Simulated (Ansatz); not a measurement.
Sb₅⁺. The state is a singlet with charge 1. Geometry PBE0-D4/def2-SVP; atoms count from 1.

```xyz
5

Sb    1.6120    0.4830   -1.1467
Sb   -1.9749   -0.0228    0.4966
Sb   -0.4253   -1.4421   -1.3723
Sb    0.0629    1.9019    0.7227
Sb    0.7252   -0.9201    1.2997
```

In the def2 sets Sb takes a core potential; there is no spin–orbit coupling. The structure comes from a short search, and lower isomers may exist.

(1) Estimate the Mulliken populations from the PBE0/def2-TZVP orbitals of Ansatz.

(2) And the Mayer bond orders between heavy atoms (over 0.3)?

Answers

(1) 
| atom | charge (e) |
| --- | --- |
| Sb1 | 0.21 |
| Sb2 | 0.21 |
| Sb3 | 0.21 |
| Sb4 | 0.21 |
| Sb5 | 0.15 |
Mulliken values depend strongly on the basis.

(2) Sb1–Sb3 1.07 (2.81 Å); Sb1–Sb4 1.07 (2.81 Å); Sb1–Sb5 0.78 (2.96 Å); Sb2–Sb3 1.07 (2.81 Å); Sb2–Sb4 1.07 (2.81 Å); Sb2–Sb5 0.78 (2.96 Å); Sb3–Sb5 0.78 (2.96 Å); Sb4–Sb5 0.78 (2.96 Å).
